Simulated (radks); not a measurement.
Results of a calculation; reference values are marked as such.
The niobium ion Nb15+, 26 electrons, occupied as [Ar] 3d8 (the NIST ground configuration). Level of theory: scalar-relativistic Kohn-Sham, SCAN, spin-polarised, spherical densities, finite nucleus; open shells are filled with parallel spins first (spin-orbit coupling, left out, can overturn this in heavy ions); meta-GGA in the generalised Kohn-Sham scheme; Fermi nuclear charge, rms radius 4.324 fm (a radial shooting solver on a logarithmic mesh with Libxc functionals). Some entries of the table are withheld. Estimate them.

| orbital | occ. | eigenvalue (eV) | r(max) (bohr) |
|---|---|---|---|
| 1s up | 1 | -19251.93 | 0.02349 |
| 1s down | 1 | -19251.85 | 0.02349 |
| 2s up | 1 | -3046.225 | 0.1330 |
| 2s down | 1 | -3041.938 | 0.1329 |
| 2p up | 3 | -2760.318 | 0.1064 |
| 2p down | 3 | -2757.034 | 0.1064 |
| 3s up | 1 | -812.1690 | 0.3893 |
| 3s down | 1 | -806.5035 | 0.3898 |
| 3p up | 3 | -717.0861 | 0.3817 |
| 3p down | 3 | -711.2736 | 0.3823 |
| 3d up | 5 | -565.9267 | (1) |
| 3d down | 3 | -559.2313 | (2) |

Answer. 
(1) 3d up r(max) (bohr): 0.3234
(2) 3d down r(max) (bohr): 0.3243
